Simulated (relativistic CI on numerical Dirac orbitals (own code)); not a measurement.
**Hyperfine structure of Pb²⁹⁺, mass number 207**

Computed by Dirac-Coulomb-Breit CI, separate exchange-only KLI orbitals for each configuration, model QED (radiative potential, 1s self-energy scaled to tabulated hydrogen-like ionisation energies), unscaled Slater integrals (own radial code, finite nucleus).

Configurations in the expansion (outside the closed core [Ar] 3d10 4p6 4d10): 4s²4f⁷, 4s²4f⁶5s, 4s²4f⁵5s², 4s4f⁸, 4f⁹. Levels of other configurations are missing.

Nuclear spin I = 1/2, μ = 0.5906 μN (tables of Stone and Pyykkö). The electronic factors are computed for point nuclear moments, without core polarisation or the Bohr-Weisskopf and QED corrections.

```csv
Level,E (eV),A (MHz)
4s²4f⁷ ⁶P°3/2,11.7027,-1380
4s²4f⁷ ⁶I°17/2,11.8378,4513
4s²4f⁷ ⁶I°11/2,12.5572,4650
4s²4f⁷ ⁶I°13/2,13.0347,4519
4s²4f⁷ ⁶I°15/2,13.2476,4321
```

Levels with J = 0, under 50 % of one LS term, or S terms without an open s electron are left out. Small factors come from cancelling terms and can be off by tens of per cent or more.

At this charge energies of transitions that change n are usually good to better than 1 %, and those within a shell (Δn = 0) to a few per cent. Terms inside the open d or f shell come out 10 to 20 % too wide with unscaled integrals.

(1) Give the hyperfine levels of 4s²4f⁷ ⁶I°17/2 relative to its centre of gravity.

Results:

(1) With K = F(F + 1) − I(I + 1) − J(J + 1), E = AK/2: F = 8: -21430, F = 9: 19180 MHz.

LS names give the leading component of a level, which can be under half, so a name can repeat, a term be missing and a line seem to break the LS rules.
